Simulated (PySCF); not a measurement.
F2H2OSeSi.

```xyz
7

O     -1.0267     1.5822     0.9843
Si    -0.7429     0.0834     0.3897
F     -1.8471    -0.3505    -0.7011
F     -0.9048    -0.9009     1.6487
Se     1.2422    -0.1545    -0.6698
H     -0.8321     2.3340     0.4121
H      1.9781     0.3577     0.5037
```

Coordinates come from a B3LYP-D3(BJ)/def2-SVP optimisation. This is a generated structure with no PubChem entry under its InChIKey; it may be hypothetical. One conformer was computed; it need not be the lowest.

These are PySCF with PBE/pcSseg-1 values and carry that method's errors. Non-relativistic, no solvent.

Give the absolute GIAO shielding of each atom: isotropic value and principal components (ppm). (An estimate is asked for; the answer gives what the named calculation found.)


```tsv
atom	σ(iso)	σ11	σ22	σ33	span
O1	233.3	187.6	208.9	303.5	115.9
Si2	368.9	327.3	375.7	403.8	76.5
F3	270.8	215.1	227.5	369.9	154.8
F4	281.9	226.0	240.5	379.1	153.0
Se5	2081.6	1875.5	1975.1	2394.1	518.5
H6	28.6	21.9	24.5	39.6	17.8
H7	30.5	21.0	25.9	44.5	23.5
```
